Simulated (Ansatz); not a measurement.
## Worked example: ideal-gas entropy of SF6 (sulfur hexafluoride)

A singlet with charge 0, relaxed at PBE0-D4/def2-TZVP (Ansatz 0.2.0):

```xyz
7

F    -0.5660   -1.3084    0.6461
S     0.0000    0.0000    0.0000
F     1.1646    0.0125    1.0456
F    -1.1646   -0.0125   -1.0456
F     0.5660    1.3084   -0.6461
F    -0.8793    0.8589    0.9690
F     0.8793   -0.8589   -0.9690
```

Harmonic wavenumbers in cm⁻¹: 344, 344, 344, 519, 519, 519, 610, 610, 610, 646, 646, 779, 961, 961, 961.

Masses in u: F 18.998, S 32.06. Take T = 298.15 K, p = 1 bar, R = 8.3145 J/(mol K), kT/hc = 207.22 cm⁻¹, rigid rotor and harmonic oscillator.

Question: Compute the standard molar entropy.

Answer: 
1. Translation (Sackur–Tetrode): S = R[3/2 ln M + 5/2 ln T − 1.1517] with M = 146.048 gives 171.0 J/(mol K).
2. Rotation: principal moments 186.156, 186.164, 186.166 u Å² give A, B, C = 0.0906, 0.0906, 0.0906 cm⁻¹; the symmetry number is σ = 24; q = (√π/σ)√((kT/hc)³/ABC) = 8078; S = R(ln q + 3/2) = 87.3.
3. Vibration: with u = ν̃/207.22, each mode gives R[u/(eᵘ − 1) − ln(1 − e⁻ᵘ)]; the sum is 33.6, most from 344 cm⁻¹ (5.0), 344 cm⁻¹ (5.0), 344 cm⁻¹ (5.0).
4. Electronic: R ln 1 = 0.0, from the spin multiplicity alone.
5. Sum: 171.0 + 87.3 + 33.6 + 0.0 = 291.9 J/(mol K).

The tabulated value is 291.5 J/(mol K) (CRC Handbook of Chemistry and Physics): the model is off by +0.4.
